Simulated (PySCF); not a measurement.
PySCF input file for CH4BCl, SMILES CBCl, PBE0/pcJ-1. The structure is a stationary point at B3LYP-D3(BJ)/def2-TZVP.

```python
import numpy as np
from pyscf import gto, scf, dft
from pyscf.prop.ssc import rks as ssc

mol = gto.M(
    atom='''
    B    -0.61091768   -0.45335516   -0.00000000
    H    -1.79992730   -0.47387163    0.00000000
    Cl    0.12180220    1.14643195    0.00000000
    C     0.24873358   -1.74328724    0.00000000
    H    -0.01680465   -2.35619835    0.86949827
    H    -0.01680466   -2.35619835   -0.86949827
    H     1.32508623   -1.57657548   -0.00000001
    ''',
    basis='pcJ-1',
    charge=0,
    spin=0,
    max_memory=1600,
    verbose=3,
)
mf = dft.RKS(mol, xc='pbe0')
mf.grids.level = 3
mf.conv_tol = 1e-10
mf.max_cycle = 100
mf.kernel()
j = ssc.SSC(mf)
j.with_fcsd = True
j.max_cycle_cphf = 80
j.conv_tol = 1e-7
e11 = j.kernel()
```

It prints:

```
converged SCF energy = -522.449294394002
Reduced spin-spin coupling constant K (Hz)
               #0        #1        #2        #3        #4
        0 B    0.00000
        1 H   15.31571   0.00000
        2 Cl -28.25021   2.52517   0.00000
        3 C   22.50826   1.51091   1.45741   0.00000
        4 H   -0.38435   0.00914   0.71510  14.43001   0.00000
        5 H   -0.38434   0.00914   0.71501  14.42993  -0.69220
        6 H   -0.91834   0.30951   0.75009  16.15322  -0.44609
               #5        #6
        5 H    0.00000
        6 H   -0.44609   0.00000
Spin-spin coupling constant J (Hz)
               #0        #1        #2        #3        #4
        0 B    0.00000
        1 H  153.34056   0.00000
        2 Cl -27.74462   7.72827   0.00000
        3 C   56.67695  11.85595   1.12180   0.00000
        4 H   -3.84814   0.28506   2.18857 113.23103   0.00000
        5 H   -3.84801   0.28507   2.18829 113.23043 -21.59652
        6 H   -9.19444   9.65682   2.29564 126.75293 -13.91807
               #5        #6
        5 H    0.00000
        6 H  -13.91807   0.00000
```

The calculation finished and met its thresholds.
